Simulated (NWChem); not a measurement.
System: C$_{3}$H$_{4}$ClF; SMILES C1CC1(Cl)F

Give the equilibrium geometry at PBE0/def2-SVP (NWChem) as a Z-matrix, with the point group.

point group Cs; any orientation.
```
C
F 1 1.3450
C 1 1.4811 2 117.83
H 3 1.0922 1 118.25 2 -143.64
H 3 1.0934 4 115.56 1 -144.19
C 1 1.4811 2 117.83 3 71.01
H 6 1.0922 1 118.25 2 143.64
H 6 1.0934 7 115.56 1 144.19
Cl 1 1.7561 2 111.28 3 -144.50
```
